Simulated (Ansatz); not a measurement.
One change: `BSB(O)Cl` becomes `OB(Cl)C[SiH3]`.

Ansatz, PBE0-D4/def2-TZVP geometries, multiplicity 1. Each molecule was computed in one conformer, which needn't be the lowest.

```json
{"property": "LUMO energy (PBE/def2-TZVPP) / eV", "`BSB(O)Cl`": "-2.78"}
{"property": "HOMO energy (PBE0/def2-TZVPP) / eV", "`BSB(O)Cl`": "-8.66"}
{"property": "ideal-gas entropy at 298 K and 1 bar (rigid rotor, harmonic PBE0-D4/def2-TZVP) / J/(mol·K)", "`BSB(O)Cl`": "338"}
{"property": "size of the dipole moment (PBE/def2-TZVPP) / D", "`BSB(O)Cl`": "1.58"}
{"property": "HOMO energy (PBE/def2-TZVPP) / eV", "`BSB(O)Cl`": "-7.49"}
{"property": "size of the dipole moment (B3LYP/def2-TZVPP) / D", "`BSB(O)Cl`": "1.54"}
```

Task: What does the change do to each property? (Estimate.)

Result: Computed: 
```
                                                                                  property  `OB(Cl)C[SiH3]`  shift
                                                         LUMO energy (PBE/def2-TZVPP) / eV            -1.11   1.67
                                                        HOMO energy (PBE0/def2-TZVPP) / eV            -8.89  -0.23
ideal-gas entropy at 298 K and 1 bar (rigid rotor, harmonic PBE0-D4/def2-TZVP) / J/(mol·K)              357     19
                                            size of the dipole moment (PBE/def2-TZVPP) / D             0.86  -0.72
                                                         HOMO energy (PBE/def2-TZVPP) / eV            -7.50  -0.01
                                          size of the dipole moment (B3LYP/def2-TZVPP) / D             0.81  -0.73
```

With PBE0 the HOMO falls by 0.23 eV and the LUMO rises by 1.71 eV, so the gap widens by about 1.94 eV. PBE moves the HOMO by -0.01 eV and ωB97M-V by -0.34 eV. The zero-point energy changes by 76.8 kJ/mol with +9 modes. Dipoles are sizes alone; their direction can turn. Modes under 60 cm⁻¹, often nearly free rotors, make the harmonic entropy too high.

B3LYP here is the variant with VWN-RPA as its local correlation; programs differ in this.
